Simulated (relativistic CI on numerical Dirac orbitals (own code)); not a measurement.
**Ligand-field terms of d6**

Computed with a parametric ligand-field model of a d^n configuration (Racah B and C, spin-orbit zeta, crystal field), exact diagonalisation.

Field parameters in Wybourne normalisation: Oh B⁴₀ = 21Dq, B⁴₄ = √(5/14) B⁴₀. The field is a parameter set, without covalency.

B = 410 cm⁻¹, C = 1460 cm⁻¹ (C/B = 3.56), Oh, no spin-orbit coupling. Tanabe-Sugano data, E/B above the lowest term (Δ = |10Dq|; b, c mark the second and third term of a kind):

| Δ/B | 5T2 | 5E | 3T1 | 3T2 | 3T1(b) | 1A1 | 1T1 | 1T2 |
| --- | --- | --- | --- | --- | --- | --- | --- | --- |
| 1.0 | 0.00 | 1.00 | 17.96 | 18.29 | 18.90 | 26.36 | 26.86 | 27.34 |
| 3.0 | 0.00 | 3.00 | 16.68 | 18.01 | 19.14 | 23.13 | 25.21 | 27.19 |
| 5.0 | 0.00 | 5.00 | 15.05 | 17.36 | 19.16 | 19.58 | 23.40 | 26.97 |
| 7.0 | 0.00 | 7.00 | 13.29 | 16.42 | 19.17 | 15.91 | 21.55 | 26.65 |
| 9.0 | 0.00 | 9.00 | 11.48 | 15.27 | 19.18 | 12.18 | 19.67 | 26.20 |
| 11.0 | 0.00 | 11.00 | 9.64 | 13.95 | 19.19 | 8.40 | 17.77 | 25.59 |
| 13.0 | 0.00 | 13.00 | 7.78 | 12.51 | 19.19 | 4.59 | 15.85 | 24.77 |
| 15.0 | 0.00 | 15.00 | 5.90 | 10.97 | 19.20 | 0.75 | 13.92 | 23.75 |
| 17.0 | 3.10 | 20.10 | 7.11 | 12.47 | 22.31 | 0.00 | 15.09 | 25.65 |
| 19.0 | 6.97 | 25.97 | 9.07 | 14.68 | 26.18 | 0.00 | 17.01 | 28.17 |
| 21.0 | 10.86 | 31.86 | 11.04 | 16.86 | 30.07 | 0.00 | 18.95 | 30.59 |
| 23.0 | 14.75 | 37.75 | 13.01 | 19.01 | 33.97 | 0.00 | 20.89 | 32.93 |
| 25.0 | 18.66 | 43.66 | 14.99 | 21.14 | 37.88 | 0.00 | 22.83 | 35.20 |
| 27.0 | 22.57 | 49.57 | 16.96 | 23.25 | 41.80 | 0.00 | 24.78 | 37.44 |
| 29.0 | 26.49 | 55.49 | 18.94 | 25.35 | 45.72 | 0.00 | 26.73 | 39.63 |
| 31.0 | 30.42 | 61.42 | 20.92 | 27.43 | 49.65 | 0.00 | 28.69 | 41.80 |
| 33.0 | 34.35 | 67.35 | 22.90 | 29.51 | 53.58 | 0.00 | 30.65 | 43.94 |
| 35.0 | 38.28 | 73.28 | 24.88 | 31.57 | 57.52 | 0.00 | 32.61 | 46.07 |
| 37.0 | 42.23 | 79.23 | 26.87 | 33.63 | 61.47 | 0.00 | 34.58 | 48.17 |
| 39.0 | 46.17 | 85.17 | 28.85 | 35.68 | 65.41 | 0.00 | 36.54 | 50.27 |
| 41.0 | 50.12 | 91.12 | 30.84 | 37.73 | 69.36 | 0.00 | 38.51 | 52.35 |
| 43.0 | 54.07 | 97.07 | 32.82 | 39.77 | 73.32 | 0.00 | 40.48 | 54.43 |
| 45.0 | 58.03 | 103.03 | 34.81 | 41.81 | 77.27 | 0.00 | 42.45 | 56.50 |
| 47.0 | 61.98 | 108.98 | 36.80 | 43.84 | 81.23 | 0.00 | 44.43 | 58.56 |

The ground term changes from 5T2 to 1A1 between Δ/B = 15.0 and 17.0.
